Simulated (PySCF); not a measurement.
Species: C7H6N2S.
Geometry (PBE0-D3(BJ)/def2-SVP, Å), atoms numbered from 1 in this order:
```xyz
16
C7H6N2S angstrom
C     -2.5692   -0.9996    1.3885
C     -1.8035   -0.7966    0.3187
C     -0.8763    0.3886    0.1624
C     -1.2614    1.1911   -1.0007
N     -1.5610    1.8082   -1.9324
C      0.5690   -0.0472    0.0612
C      1.2311   -0.8180    1.0638
N      2.4852   -1.1242    0.8401
S      2.9521   -0.4934   -0.6179
C      1.4376    0.2099   -0.9714
H     -3.2070   -1.8833    1.4650
H     -2.5888   -0.2930    2.2245
H     -1.7948   -1.5111   -0.5110
H     -0.9882    1.0379    1.0489
H      0.7569   -1.1663    1.9866
H      1.2375    0.7733   -1.8833
```

Computed with PySCF at PBE0/def2-SVPD, non-relativistic, on one gas-phase PBE0-D3(BJ)/def2-SVP geometry that isn't relaxed in the solvent. The solvent is an IEF-PCM continuum (van der Waals radii × 1.2), and excitations are vertical TDDFT with non-equilibrium linear response and a frozen core. Only the electrostatic response of the medium enters.

```tsv
run	E − E(gas) (kcal/mol)	HOMO (eV)	HOMO–LUMO gap (eV)	dipole (D)	lowest singlet (eV)	static polarisability (au)
gas	0.00	-7.77	6.29	2.43	5.47	107.5
P	-7.74	-7.59	6.28	3.08	5.41	142.1
Q	-6.44	-7.62	6.28	2.97	5.41	135.4
```

**Question.** The runs were made in chloroform and dichloromethane. Which run belongs to which solvent?

**Answer.** P = dichloromethane, Q = chloroform. The dielectric constants are 4.711 (chloroform), 8.93 (dichloromethane), and the energy falls further as ε rises. The optical constants n² used for the excitations are 2.09, 2.03 in the same order. In this model the ground state sees the solvent through ε alone.

**Question.** How constant is the ratio of the lowering to (ε − 1)/(2ε + 1)?

**Answer.** 
| solvent | (ε − 1)/(2ε + 1) | E − E(gas) (kcal/mol) | ratio (kcal/mol) | polarisation term (kcal/mol) |
| --- | --- | --- | --- | --- |
| chloroform | 0.356 | -6.44 | -18.1 | -7.40 |
| dichloromethane | 0.420 | -7.74 | -18.4 | -9.16 |

The ratio changes by +1.8 % in size from chloroform to dichloromethane. The polarisation term is half the interaction of the solute with the induced surface charges.

The run took about 80 s of CPU time (one thread, shared machine). This is the whole response run at PBE0/def2-SVPD in dichloromethane, SCF included.
